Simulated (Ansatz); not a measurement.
`[SiH3][GeH]1[CH2][Se]1` + H₂ → `[CH2]1[GeH2][Se]1` + SiH₄  (hydrogenolysis of a Ge–Si bond)

Calculated with Ansatz (gas phase, PBE0-D4/def2-TZVP geometries, no zero-point term in ΔE). CCSD(T)/CBS adds triple-zeta CCSD(T) − MP2 to the extrapolated MP2 energy (def2 sets, frozen cores). This one scheme is used for every species. DFT in def2-TZVPP. B3LYP here is the variant with VWN-RPA as its local correlation; programs differ in this. For Ge, Se outer-core shells are correlated without core-valence functions, which leaves a few kJ/mol of doubt a bond. Scalar relativity is left out up to krypton.

`[SiH3][GeH]1[CH2][Se]1`:

```xyz
10

Si    1.159   -1.324   -0.607
Ge    0.343    0.758    0.156
C    -1.491    0.861    0.770
Se   -1.454    1.583   -1.087
H     1.957   -1.127   -1.843
H     2.013   -1.966    0.427
H    -0.024   -2.174   -0.888
H     1.291    1.835    0.698
H    -1.736    1.611    1.514
H    -2.058   -0.058    0.859
```

H₂:

Cartesian coordinates in Å:
```
H -0.195 -0.027 0.317
H 0.195 0.027 -0.317
```

`[CH2]1[GeH2][Se]1`:

```xyz
7

C    -0.530    0.429    0.704
Ge    0.635   -0.270   -0.661
Se   -1.344   -1.270    0.019
H    -0.216    0.359    1.739
H    -1.127    1.304    0.477
H     1.938   -0.947   -0.243
H     0.644    0.395   -2.035
```

SiH₄:

```xyz
5

Si    0.000    0.000    0.000
H    -0.782    0.690    1.057
H     0.951    0.958   -0.617
H    -0.924   -0.519   -1.040
H     0.755   -1.129    0.600
```

```json
{"level": "PBE-D4", "ΔE (kJ/mol)": "19.4"}
{"level": "ωB97X-V", "ΔE (kJ/mol)": "3.4"}
{"level": "ωB97M-V", "ΔE (kJ/mol)": "4.8"}
{"level": "PBE", "ΔE (kJ/mol)": "12.4"}
{"level": "B3LYP", "ΔE (kJ/mol)": "-2.0"}
{"level": "CCSD(T)/def2-TZVPP", "ΔE (kJ/mol)": "6.3"}
{"level": "MP2/def2-QZVPP", "ΔE (kJ/mol)": "14.6"}
{"level": "CCSD/CBS(def2)", "ΔE (kJ/mol)": "5.3"}
```

Q: What does CCSD(T)/CBS give? (An estimate is asked.)

A: The calculation gave: +11.0 kJ/mol. The listed levels differ from it by 8.4, -7.6, -6.2, 1.4, -13.0, -4.7, 3.6, -5.7 kJ/mol.

Largest T1 diagnostic among the species: 0.011.

In def2-TZVPP, CCSD(T) changes the Hartree–Fock value by +29.9 kJ/mol (the triples alone add +5.7 kJ/mol) and MP2 by +35.8 kJ/mol. The D4 term adds +11.3 kJ/mol with B3LYP and +6.5 kJ/mol with PBE0; it sums over pairs of atoms, weighted by their polarisabilities, and B3LYP, whose exchange is more repulsive, gets the larger term.
